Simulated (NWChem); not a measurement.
System: BNH$_{3}$Cl; SMILES ClBN

The following NWChem deck was run.

```
start job
memory heap 200 mb stack 900 mb global 1100 mb
geometry units angstroms noautoz
  B     -0.580015     0.513860     0.000000
  H     -1.761210     0.655510     0.000000
  Cl     0.085264    -1.144140     0.000000
  N      0.283103     1.602320     0.000000
  H     -0.055498     2.554496     0.000000
  H      1.291204     1.516827     0.000000
end
basis spherical
  * library def2-svp
end
dft
  xc xwpbe 1.00 cpbe96 1.0 hfexch 1.00
  cam 0.35 cam_alpha 0.0 cam_beta 1.0
  iterations 150
  vectors input atomic output neutral.movecs
end
task dft energy
charge 1
dft
  odft
  mult 2
  vectors input atomic output cation.movecs
end
task dft energy
```

Parts of the log:

```
             Northwest Computational Chemistry Package (NWChem) 7.3.0
             --------------------------------------------------------

 CS  symmetry detected

                             Geometry "geometry" -> ""
                             -------------------------

 Output coordinates in angstroms (scale by  1.889725989 to convert to a.u.)

  No.       Tag          Charge          X              Y              Z
 ---- ---------------- ---------- -------------- -------------- --------------
    1 B                    5.0000    -0.58234173     0.54086619     0.00000000
    2 H                    1.0000    -1.76408951     0.67782797     0.00000000
    3 Cl                  17.0000     0.08951114    -1.11448087     0.00000000
    4 N                    7.0000     0.27645036     1.63274256     0.00000000
    5 H                    1.0000    -0.06592631     2.58356746     0.00000000
    6 H                    1.0000     1.28488266     1.55125047     0.00000000

 Effective nuclear repulsion energy (a.u.)      84.7610937238

      Symmetry information
      --------------------

 Group name             Cs
 Group number              2
 Group order               2
 No. of unique centers     6

  pbe96 is a nonlocal functional; adding pw91lda local functional.

                                 NWChem DFT Module
                                 -----------------

 Summary of "ao basis" -> "ao basis" (spherical)
 ------------------------------------------------------------------------------
       Tag                 Description            Shells   Functions and Types
 ---------------- ------------------------------  ------  ---------------------
 B                          def2-svp                 6       14   3s2p1d
 H                          def2-svp                 3        5   2s1p
 Cl                         def2-svp                 8       18   4s3p1d
 N                          def2-svp                 6       14   3s2p1d

      Symmetry analysis of basis
      --------------------------

        a'         45
        a"         16

            General Information
            -------------------
          SCF calculation type: DFT
          Wavefunction type:  closed shell.
          No. of atoms     :     6
          No. of electrons :    32
           Alpha electrons :    16
            Beta electrons :    16
          Charge           :     0
          Spin multiplicity:     1
          Use of symmetry is: on ; symmetry adaption is: on
          Maximum number of iterations: 150
          AO basis - number of functions:    61
                     number of shells:    29
          Convergence on energy requested:  1.00D-06
          Convergence on density requested:  1.00D-05
          Convergence on gradient requested:  5.00D-04

              XC Information
              --------------
                     Hartree-Fock (Exact) Exchange  1.000
                     LC-wPBE(h)Exchange Functional  1.000
            Perdew 1991 LDA Correlation Functional  1.000 local
           PerdewBurkeErnz. Correlation Functional  1.000 non-local

           Range-Separation Parameters
           ---------------------------
           Alpha           :  0.00
           Beta            :  1.00
           Gamma           :  0.35
           Short-Range HF  :     F

             Grid Information
             ----------------
          Grid used for XC integration:  medium
          Radial quadrature: Mura-Knowles
          Angular quadrature: Lebedev.
          Tag              B.-S. Rad. Rad. Pts. Rad. Cut. Ang. Pts.
          ---              ---------- --------- --------- ---------
          B                   0.85       49           8.0       434
          H                   0.35       45          10.0       434
          Cl                  1.00       88          10.0       590
          N                   0.65       49           8.0       434
          Grid pruning is: on
          Number of quadrature shells:   321
          Spatial weights used:  Erf1

      Superposition of Atomic Density Guess
      -------------------------------------

 Sum of atomic energies:        -539.56953248

      Non-variational initial energy
      ------------------------------

 Total energy =    -540.780633
 1-e energy   =    -910.331378
 2-e energy   =     284.789651
 HOMO         =      -0.380993
 LUMO         =       0.055567

      Symmetry analysis of molecular orbitals - initial
      -------------------------------------------------

  Numbering of irreducible representations:

     1 a'          2 a"

  Orbital symmetries:

     1 a'          2 a'          3 a'          4 a'          5 a'
     6 a"          7 a'          8 a'          9 a'         10 a'
    11 a'         12 a'         13 a"         14 a'         15 a'
    16 a"         17 a"         18 a'         19 a'         20 a'
    21 a'         22 a'         23 a'         24 a'         25 a"
    26 a'

   convergence    iter        energy       DeltaE   RMS-Dens  Diis-err
 ---------------- ----- ----------------- --------- --------- ---------
 d= 0,ls=0.0,diis     1   -541.2230649930 -6.26D+02  9.25D-03  4.05D-01
 d= 0,ls=0.0,diis     2   -541.2546303917 -3.16D-02  3.75D-03  1.13D-01
 d= 0,ls=0.0,diis     3   -541.2654855401 -1.09D-02  1.05D-03  1.34D-02
 d= 0,ls=0.0,diis     4   -541.2670280672 -1.54D-03  3.03D-04  5.05D-04
 d= 0,ls=0.0,diis     5   -541.2670942492 -6.62D-05  1.33D-04  4.09D-05
  Resetting Diis
 d= 0,ls=0.0,diis     6   -541.2671023299 -8.08D-06  2.34D-05  1.07D-06
 d= 0,ls=0.0,diis     7   -541.2671025866 -2.57D-07  4.82D-06  4.68D-08

         Total DFT energy =     -541.267102586594
      One electron energy =     -913.060324249168
           Coulomb energy =      327.172045387194
    Exchange-Corr. energy =      -40.139917448402
 Nuclear repulsion energy =       84.761093723782

 Numeric. integr. density =       31.999999608744

[...]
```

Level: LC-wPBE (HJS exchange hole, range parameter 0.35 per bohr)/def2-SVP, vertical spin-unrestricted ions. Geometry: optimised at B3LYP/6-31G* (spherical d).
